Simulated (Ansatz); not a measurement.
A series at Si: from `[AlH2][SiH]([SiH3])[SiH3]`, ligands are replaced one by one, each step taking up H₂ and setting free SiH₄; n counts the steps. Ansatz, PBE0-D4/def2-TZVP geometries.

```json
{"n": "0", "molecule": "`[AlH2][SiH]([SiH3])[SiH3]`", "HOMO energy, ωB97M-V/def2-TZVPP (eV)": "-9.34"}
{"n": "1", "molecule": "`[AlH2][SiH2][SiH3]`", "HOMO energy, ωB97M-V/def2-TZVPP (eV)": "?"}
{"n": "2", "molecule": "`[AlH2][SiH3]`", "HOMO energy, ωB97M-V/def2-TZVPP (eV)": "-9.61"}
{"n": "3", "molecule": "`[AlH3]`", "HOMO energy, ωB97M-V/def2-TZVPP (eV)": "-10.81"}
```

Task: By hand: fit a straight line y = ȳ + b (n − n̄) to the 3 given rows and predict n = 1.

Result: n̄ = 1.667, ȳ = -9.920; Σ(n − n̄)(y − ȳ) = -2.050, Σ(n − n̄)² = 4.667, so b = -0.439 eV a step. Prediction: -9.920 + (-0.439) × (-0.667) = -9.63 eV.

Task: By hand: compare with the computed value, -9.39 eV, and give the steps along the whole series.

Result: The line misses by 0.24 eV (computed minus predicted). Steps: -0.05, -0.22, -1.20 eV.

One step carries most of the change, so a line is a poor guide. The highest orbital can change its character along such a series. The miss is 16.3 % of the series' range.
